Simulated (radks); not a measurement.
Neutral strontium, 38 electrons, occupied as [Kr] 5s2. Method: scalar-relativistic Kohn-Sham, PBE, spin-polarised, spherical densities, finite nucleus; Fermi nuclear charge, rms radius 4.224 fm; computed with a radial shooting solver on a logarithmic mesh with Libxc functionals.

Radial electron density D(r) = 4 pi r^2 rho(r):

| r (bohr) | D(r) (e/bohr) |
|---|---|
| 0.001527 | 1.268 |
| 0.001778 | 1.666 |
| 0.002053 | 2.151 |
| 0.00239 | 2.808 |
| 0.00276 | 3.600 |
| 0.003188 | 4.595 |
| 0.003711 | 5.914 |
| 0.004286 | 7.465 |
| 0.00499 | 9.476 |
| 0.005762 | 11.78 |
| 0.006708 | 14.69 |
| 0.007747 | 17.90 |
| 0.008947 | 21.55 |
| 0.01042 | 25.83 |
| 0.01203 | 30.15 |
| 0.014 | 34.81 |
| 0.01617 | 39.03 |
| 0.01868 | 42.74 |
| 0.02174 | 45.70 |
| 0.02511 | 47.28 |
| 0.02924 | 47.43 |
| 0.03376 | 46.21 |
| 0.03899 | 44.02 |
| 0.04539 | 41.48 |
| 0.05242 | 39.83 |
| 0.06103 | 39.96 |
| 0.07048 | 42.40 |
| 0.08205 | 47.14 |
| 0.09476 | 52.41 |
| 0.1094 | 56.50 |
| 0.1274 | 57.44 |
| 0.1471 | 54.13 |
| 0.1713 | 47.09 |
| 0.1978 | 39.63 |
| 0.2285 | 34.47 |
| 0.266 | 33.61 |
| 0.3072 | 36.57 |
| 0.3576 | 40.46 |
| 0.413 | 41.33 |
| 0.4808 | 37.30 |
| 0.5552 | 29.65 |
| 0.6412 | 20.95 |
| 0.7465 | 13.54 |
| 0.8621 | 9.529 |
| 1.004 | 7.967 |
| 1.159 | 7.597 |
| 1.339 | 7.053 |
| 1.558 | 5.778 |
| 1.8 | 4.159 |
| 2.095 | 2.577 |
| 2.42 | 1.541 |
| 2.794 | 0.9840 |
| 3.253 | 0.7409 |
| 3.757 | 0.6402 |
| 4.374 | 0.5314 |
| 5.051 | 0.3917 |
| 5.88 | 0.2371 |
| 6.791 | 0.1231 |
| 7.843 | 0.05315 |
| 9.13 | 0.01750 |
| 10.54 | 0.004770 |
| 12.28 | 0.0009020 |
| 14.18 | 0.0001374 |

D(r) has 3 maxima, at r = 0.0274, 0.122, 0.397 bohr, and minima at 0.0563, 0.254 bohr, inside which lie 2.06, 11.06 electrons.
